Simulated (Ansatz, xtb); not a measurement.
**Two isomers of C4H11AlOSi**

Structure I is `[SiH3][O][Al]1[CH2]CC[CH2]1`, a singlet and structure II is `[SiH3][O][AlH][CH2]C1CC1`, a singlet. Both are isolated molecules in the gas phase, relaxed with PBE-D3(BJ)/def2-SVP; the shapes shown needn't be the lowest conformers.

I (Å):

```yaml
atoms:
  - { symbol: C, position_ang: [1.9266, 0.5979, 0.1941] }
  - { symbol: C, position_ang: [1.6443, -0.8415, 0.6944] }
  - { symbol: C, position_ang: [0.4196, -0.8879, 1.6485] }
  - { symbol: C, position_ang: [-0.8251, -0.2154, 1.0158] }
  - { symbol: Al, position_ang: [0.0707, 1.2420, 0.0373] }
  - { symbol: O, position_ang: [-0.5705, 2.6389, -0.7240] }
  - { symbol: Si, position_ang: [-1.1859, 3.9983, -1.4504] }
  - { symbol: H, position_ang: [-1.5959, 3.6900, -2.8666] }
  - { symbol: H, position_ang: [-2.3930, 4.4986, -0.7006] }
  - { symbol: H, position_ang: [-0.1554, 5.0969, -1.4789] }
  - { symbol: H, position_ang: [2.4702, 1.1818, 0.9720] }
  - { symbol: H, position_ang: [2.5595, 0.6273, -0.7152] }
  - { symbol: H, position_ang: [1.4274, -1.4958, -0.1809] }
  - { symbol: H, position_ang: [2.5282, -1.2912, 1.1974] }
  - { symbol: H, position_ang: [0.2199, -1.9391, 1.9508] }
  - { symbol: H, position_ang: [0.6890, -0.3483, 2.5852] }
  - { symbol: H, position_ang: [-1.3210, -0.9089, 0.2983] }
  - { symbol: H, position_ang: [-1.5963, 0.0637, 1.7612] }
```

II (Å):

```yaml
atoms:
  - { symbol: C, position_ang: [1.2271, 0.5117, -3.0736] }
  - { symbol: C, position_ang: [2.1764, 0.7285, -1.9066] }
  - { symbol: C, position_ang: [3.3413, 1.6911, -1.9980] }
  - { symbol: C, position_ang: [2.1486, 2.0256, -1.1273] }
  - { symbol: Al, position_ang: [-0.5934, 0.0007, -2.5149] }
  - { symbol: O, position_ang: [-0.9556, -0.0419, -0.8302] }
  - { symbol: Si, position_ang: [-0.5571, 0.1845, 0.7697] }
  - { symbol: H, position_ang: [0.7786, -0.4372, 1.0939] }
  - { symbol: H, position_ang: [-0.4928, 1.6527, 1.1022] }
  - { symbol: H, position_ang: [-1.5993, -0.4578, 1.6446] }
  - { symbol: H, position_ang: [-1.7928, -0.3860, -3.4939] }
  - { symbol: H, position_ang: [1.6301, -0.2443, -3.7866] }
  - { symbol: H, position_ang: [1.1428, 1.4453, -3.6783] }
  - { symbol: H, position_ang: [2.3627, -0.1724, -1.2951] }
  - { symbol: H, position_ang: [3.4636, 2.2495, -2.9402] }
  - { symbol: H, position_ang: [4.2898, 1.4252, -1.5051] }
  - { symbol: H, position_ang: [2.2671, 1.9926, -0.0329] }
  - { symbol: H, position_ang: [1.4635, 2.8162, -1.4772] }
```

Estimate E(II) − E(I) at the level CCSD(T)/def2-SVP + ΔMP2/def2-TZVPP.

Calculated at CCSD(T)/def2-SVP + ΔMP2/def2-TZVPP: E(II) − E(I) = +25.5 kcal/mol, so structure I lies lower.

Level by level:

| level | geometry | E(II) − E(I) (kcal/mol) | departure from the last row (kcal/mol) | job, with rough time for the two |
| --- | --- | --- | --- | --- |
| PBE-D3(BJ)/def2-SVP | PBE-D3(BJ)/def2-SVP | +24.2 | −1.2 | optimisation, 78 s |
| HF/def2-SVP | PBE-D3(BJ)/def2-SVP | +23.3 | −2.2 | part of the CCSD(T) run |
| MP2/def2-SVP | PBE-D3(BJ)/def2-SVP | +24.0 | −1.5 | part of the CCSD(T) run |
| CCSD(T)/def2-SVP | PBE-D3(BJ)/def2-SVP | +23.8 | −1.6 | single point |
| CCSD(T)/def2-SVP + ΔMP2/def2-TZVPP | PBE-D3(BJ)/def2-SVP | +25.5 |  | single point, 1.8 min |

As drawn, II has 1 C–C, 1 Al–H in place of 1 C–Al, 1 C–H. Structure I has a 5-membered ring, II a 3-membered ring.

The levels shown agree on the order. The largest departure from CCSD(T)/def2-SVP + ΔMP2/def2-TZVPP is that of HF/def2-SVP, 2.2 kcal/mol. A small imaginary or near-zero mode remains, so no thermal terms are given. Levels run at GFN2-xTB geometries aren't shown. The last row adds to CCSD(T) the change of the MP2 difference between the two basis sets, here +1.6 kcal/mol.

The correlated steps freeze 15 core orbitals. Programs: Ansatz 0.2.0, xtb 6.7.1; the last row on 4 threads of Arm Neoverse V2 on a shared host.
